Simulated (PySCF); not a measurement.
## Electronic absorption of C6H9NSi

Compound: C₆H₉NSi.
SMILES: `C#C/C(=N/[SiH3])C1CC1`

Theory: TDDFT CAM-B3LYP/def2-SVPD, vertical, gas phase, core orbitals frozen in the response (PySCF 2.14.0, density-fitted response routines). Isolated species at its PBE0-D3(BJ)/def2-SVP geometry (one conformer only). Torsions of this conformer, `[CH:1]#[C:2]/[C:3](=[N:4]/[SiH3:5])[CH:6]1[CH2:7][CH2:8]1`: C2–C3–C6–C7 -35°.

**Question.** Predict the UV-vis stick spectrum at this level.

**Answer.** 

```
state  E (eV)  λ (nm)       f     main configurations (H = HOMO, L = LUMO)
   S1    3.86   321.6  0.0002                                    H→L (96%)
   S2    5.31   233.7  0.0000                                  H-2→L (94%)
   S3    5.69   218.1   0.294                                  H-1→L (76%)
   S4    6.40   193.7   0.214                     H-3→L (78%), H-1→L (13%)
   S5    6.67   185.9  0.0001  H-1→L+2 (39%), H-1→L+6 (16%), H-3→L+2 (12%)
   S6    6.72   184.6   0.080        H→L+2 (34%), H→L+3 (32%), H→L+1 (28%)
   S7    7.05   175.8   0.066                     H→L+1 (49%), H→L+2 (41%)
   S8    7.15   173.3  0.0032                                  H-4→L (95%)
   S9    7.42   167.1  0.0007                     H→L+4 (62%), H→L+8 (29%)
  S10    7.54   164.3  0.0013        H→L+5 (33%), H→L+3 (24%), H→L+6 (13%)
```

Triplets, Tamm–Dancoff:

```csv
state,E (eV),λ (nm),"main configurations (H = HOMO, L = LUMO)"
T1,3.36,369.3,H→L (94%)
T2,3.84,322.8,H-1→L (88%)
T3,4.97,249.6,H-2→L (87%)
T4,5.18,239.1,"H-3→L (63%), H-9→L (9%)"
```

The lowest singlet lies at 3.86 eV (322 nm, ultraviolet) and is dark (f under 0.0005); its leading configuration is HOMO→LUMO (96%). The strongest level in the table is S3 at 5.69 eV (218 nm, f = 0.294). Löwdin shares by element: HOMO nitrogen 57%, silicon 10%, carbon 9% or more, hydrogen 6% or more (atoms not listed hold the other 17%); LUMO carbon 54% or more, nitrogen 25% (atoms not listed hold the other 21%). The oscillator strengths of these states sum to 0.659; summed over the whole spectrum of an exact calculation they would give the number of electrons, 66 (Thomas–Reiche–Kuhn). Orbital energies (eV): HOMO-3 -10.08, HOMO-2 -9.87, HOMO-1 -9.08, HOMO -8.48, LUMO -0.44, LUMO+1 1.28, LUMO+2 1.47. Weighted by f, the mean energy of these states is 6.19 eV. All these states lie below the vertical ionisation energy of 8.86 eV (ΔSCF). The window holds the lowest 10 singlets.

Time: 4.0 min wall; peak memory 1.3 GiB. Hardware: one thread of an Arm Neoverse V2 (shared host).
